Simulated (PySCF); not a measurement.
**Correlation energy of Fe⁺ (iron, charge +1)**

[Ar] 3d6 4s1, high-spin 6D determinant. Calculation: PySCF 2.14, in x2c-TZVPPall (6s5p4d2f1g, 64 functions); scalar relativity by spin-free X2C-1e. Frozen: [Ne]; 15 electrons correlated.

```tsv
level	correlation energy (mhartree)
CCSD	-467.53
(T)	-9.28
CCSD(T)	-476.81
```

Diagnostics: T1 = 0.0100, D1 = 0.0326, largest double amplitude 0.023.

Task: Is a single reference adequate?

Result: Yes: T1 lies below 0.03 and no double amplitude reaches 0.07.

This basis was not built for core-valence correlation, so the inner-shell part is incomplete.
